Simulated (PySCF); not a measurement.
# Pd⁺: ionisation energy

Pd⁺ [Kr] 4d9 (2D) → Pd²⁺ [Kr] 4d8 (3F), as a difference of total energies. Calculation: PySCF 2.14, in aug-cc-pVTZ-PP with ECP28MDF (6s6p5d3f2g, 88 functions); a scalar-relativistic core potential. Correlated levels: valence: 4s2 4p6 frozen. The calculations carry no spin-orbit coupling.

```json
{"method": "UHF", "ionisation energy (eV)": "17.365"}
{"method": "LDA", "ionisation energy (eV)": "20.172"}
{"method": "PBE", "ionisation energy (eV)": "19.680"}
{"method": "PBE0", "ionisation energy (eV)": "19.396"}
{"method": "r2SCAN", "ionisation energy (eV)": "19.196"}
{"method": "r2SCANh", "ionisation energy (eV)": "19.151"}
{"method": "BLYP", "ionisation energy (eV)": "19.628"}
{"method": "MN15", "ionisation energy (eV)": "20.151"}
{"method": "PBEsol", "ionisation energy (eV)": "19.739"}
{"method": "MP2 (valence)", "ionisation energy (eV)": "19.410"}
{"method": "SCS-MP2 (valence)", "ionisation energy (eV)": "19.278"}
```

Question: How much does correlation contribute at MP2 (valence)?

Answer: 19.410 − (17.365) = 2.045 eV, measured against UHF.

The reference lies between the lowest fine-structure levels, while these numbers refer to the centres of the terms.

Errors of the correlated levels include the incompleteness of this basis and the frozen core.

For comparison: 19.43 ± 0.12 eV (semi-empirical (NIST evaluation); NIST Atomic Spectra Database, ionization energies).
